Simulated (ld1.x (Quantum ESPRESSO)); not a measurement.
Pseudopotential generation for Cl (Z = 17): TM, PBEsol, scalar-relativistic.

Cl (Z = 17), norm-conserving Troullier–Martins (Kleinman–Bylander form), made with ld1.x (Quantum ESPRESSO) 7.5 (PBEsol, scalar-relativistic). Core [Ne], reference 3s2 3p4 (charge +1). Waves: 3p (bound): rc 1.55 bohr; 3s (bound): rc 1.25 bohr. Local part: the s channel. Core correction: a·sin(br)/r model core inside 0.60 bohr.

All-electron outer shells of the reference configuration (PBEsol, scalar-relativistic, ld1.x):

```csv
shell,level (eV),outermost node (bohr),outermost maximum (bohr)
3s,-32.01,0.55,1.27
3p,-19.38,0.53,1.39
```

(1) Estimate the cutoffs (Ry, on a coarse ladder) from which the occupation-weighted sum of valence levels, in a spherical-Bessel basis at the reference potential, stays within 10 and 1 mRy of its value at 400 Ry.

(2) Does the potential have ghost states?

(3) Which valence shell sets the plane-wave cutoff?

(4) Tests: 3s2 3p5; 3s2 3p3; 3s2 3p2; 3s1 3p5; 3s2 3p4.5; 3s1 3p6; 3s2 3p1. Which has the largest error in its energy relative to the reference configuration, and how large is it?

Answers

(1) 50 Ry and 80 Ry.

(2) No extra level below or beside the all-electron valence levels (p, s, d, f tested).

(3) 3s: its level needs 70 Ry to come within 1 mRy, against 35 Ry for 3p.

(4) 3s2 3p1, with +154 meV (all-electron minus pseudo) on +115.85 eV.
